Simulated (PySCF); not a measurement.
# C₆ coefficients of unlike pairs at BP86

Calculated with PySCF 2.14 from the dipole response of each species, C₆(A,B) = (3/π) ∫ α_A(iu) α_B(iu) du, in atomic units, from isotropic polarisabilities. For ions this is the dispersion term alone; charge-induced terms of lower order in 1/R come first.

```csv
species,configuration,basis,relativity,α (bohr³),C₆ (like pair)
Cd(2+),[Kr] 4d10 (1S),"x2c-TZVPPall with one added diffuse shell each of s, p, d, f type (9s7p7d3f1g)",spin-free X2C,5.631,28.57
Sn,[Kr] 4d10 5s2 5p2 (3P),aug-cc-pwCVTZ-DK3 (10s9p7d4f1g),spin-free X2C,61.21,672.5
F,[He] 2s2 2p5 (2P),aug-cc-pVDZ (4s3p2d),none,3.131,8.045
Br,[Ar] 3d10 4s2 4p5 (2P),dyall-av2z (16s12p8d),none,20.34,165.8
```

(1) Estimate C₆ for Br with Sn.

No spin-orbit coupling is included.

The other pairs:

| pair | C₆ |
| --- | --- |
| Br, Cd(2+) | 63.09 |
| Br, F | 34.04 |
| Sn, Cd(2+) | 110.9 |
| F, Cd(2+) | 15.14 |
| F, Sn | 60.18 |

Answers

(1) The integral gives 316.5. The combination rule 2 C_A C_B / (C_A α_B/α_A + C_B α_A/α_B) gives 308.7 and the geometric mean 333.9.
